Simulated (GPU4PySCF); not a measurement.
C7H18O3Si, SMILES CCO[Si](OCC)(C)OCC.

The structure is a stationary point at r2SCAN-D4/def2-TZVP. The isomer is the one that the SMILES or the coordinates give; other isomers of the formula were not compared. The values are those of a single conformer.

Two levels are set side by side: TDDFT-PBE/def2-SVPD (GPU4PySCF) and TDDFT-CAM-B3LYP/def2-SVPD (GPU4PySCF). Vertical, same geometry. The lowest singlet is HOMO→LUMO 92 % with PBE and HOMO→LUMO 41 %, HOMO−1→LUMO 28 %, HOMO→LUMO+1 7 % with the other functional; states are paired by order. Differences are taken from unrounded values.

```csv
quantity,TDDFT-CAM-B3LYP,TDDFT-PBE,TDDFT-PBE minus TDDFT-CAM-B3LYP
lowest singlet excitation (eV),7.81,6.28,-1.53
lowest triplet excitation (TDA) (eV),7.64,6.22,-1.42
```

A lower first singlet is the usual sign of a functional without exact exchange. Differences between two approximate levels are no errors against the true value.
